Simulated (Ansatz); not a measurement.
`C=N[SiH](C)F` + NH₃ → `C=N[SiH](N)F` + CH₄ at 600 K and 1 bar (ligand exchange at the Si–C bond).

Computed with Ansatz on PBE0-D4/def2-TZVP structures; ΔE is electronic, products minus reactants. CCSD(T)/CBS adds triple-zeta CCSD(T) − MP2 to the extrapolated MP2 energy (def2 sets, frozen cores). This one scheme is used for every species. One conformer a species, not always the lowest.

```tsv
species	CCSD(T)/CBS energy (Eh)	H − E (kJ/mol)	S (J/(mol·K))
`C=N[SiH](C)F`	-523.36588	270.4	433.6
NH₃	-56.50880	112.4	219.5
`C=N[SiH](N)F`	-539.43710	241.4	438.3
CH₄	-40.46206	140.4	215.7
```

H − E and S are ideal-gas, rigid-rotor, harmonic terms from PBE0-D4/def2-TZVP, for one conformer and one mirror image of each species. 1 Eh = 2625.50 kJ/mol, R = 8.31446 J/(mol·K).

Q: By hand: ΔE, ΔH, ΔS and ΔG.

A: ΔE = (-539.43710) + (-40.46206) − (-523.36588) − (-56.50880) = -0.02448 Eh = -64.3 kJ/mol. Δ(H − E) = 241.4 + 140.4 − 270.4 − 112.4 = -1.0, so ΔH = -65.3 kJ/mol. ΔS = 438.3 + 215.7 − 433.6 − 219.5 = 0.9 J/(mol·K). ΔG = -65.3 − 600 × (0.9)/1000 = -65.8 kJ/mol.

Q: By hand: the equilibrium constant, and the temperature at which ΔG would vanish if ΔH and ΔS stayed fixed.

A: log₁₀ K = −ΔG/(RT ln 10) = 5.7. ΔH and −TΔS have one sign here, so there is no such temperature. One of them is within its doubt of zero, so this could turn.

The number of gas molecules stays the same, so ΔS is small and ΔH decides. A doubt of 5 kJ/mol in ΔE shifts log₁₀ K by 0.4 here. Other conformers and mirror images would add mixing entropy, several J/(mol·K) or more a flexible species. These are equilibria of isolated gas molecules and say nothing of rates. Largest T1 diagnostic: 0.012 (customary marks: 0.02 for closed shells, 0.045 for open ones).
